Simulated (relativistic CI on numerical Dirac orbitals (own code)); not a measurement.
## Nb4+ (4d) in a crystal field

Calculated by Dirac-Coulomb-Breit CI, KLI orbitals optimised for each configuration, a model potential for QED, valence Slater integrals scaled by 0.7, one configuration in a parametric crystal field (own radial code).

Field parameters in Wybourne normalisation: Oh B⁴₀ = 21Dq, B⁴₄ = √(5/14) B⁴₀. The field is a parameter set, without covalency.

S is read from ⟨S²⟩ = S(S + 1).

Powder χT (cm³ K mol⁻¹) by Van Vleck's formula, with temperature-independent terms:

| Field | 2 K | 5 K | 10 K | 20 K | 50 K | 100 K | 200 K | 300 K |
| --- | --- | --- | --- | --- | --- | --- | --- | --- |
| Oh, 10Dq = 7250 cm⁻¹ | 0.0231 | 0.0245 | 0.0267 | 0.0312 | 0.0448 | 0.0673 | 0.112 | 0.158 |
| Oh, 10Dq = 13050 cm⁻¹ | 0.00853 | 0.00996 | 0.0123 | 0.0171 | 0.0313 | 0.0551 | 0.103 | 0.15 |
| Oh, 10Dq = 18850 cm⁻¹ | 0.00473 | 0.00618 | 0.00859 | 0.0134 | 0.0279 | 0.0521 | 0.1 | 0.149 |
| Oh, 10Dq = 24650 cm⁻¹ | 0.00321 | 0.00467 | 0.00711 | 0.012 | 0.0266 | 0.051 | 0.0998 | 0.148 |
| Oh, 10Dq = 30450 cm⁻¹ | 0.00246 | 0.00393 | 0.00638 | 0.0113 | 0.026 | 0.0505 | 0.0996 | 0.149 |
| Oh, 10Dq = 36250 cm⁻¹ | 0.00203 | 0.00351 | 0.00597 | 0.0109 | 0.0257 | 0.0503 | 0.0996 | 0.149 |
| Oh, 10Dq = 42050 cm⁻¹ | 0.00177 | 0.00325 | 0.00572 | 0.0107 | 0.0255 | 0.0502 | 0.0996 | 0.149 |

(1) For Oh, 10Dq = 24650 cm⁻¹: what effective moment follows at 300 K?

## Answers

(1) μ_eff = √(8χT) = 1.09 μB. The ground level has S = 0.50; the spin-only moment for S = 1/2 is 1.73 μB. The difference comes from the orbital moment, spin-orbit mixing of terms and temperature-independent paramagnetism, all larger in this ionic model than in covalent complexes.
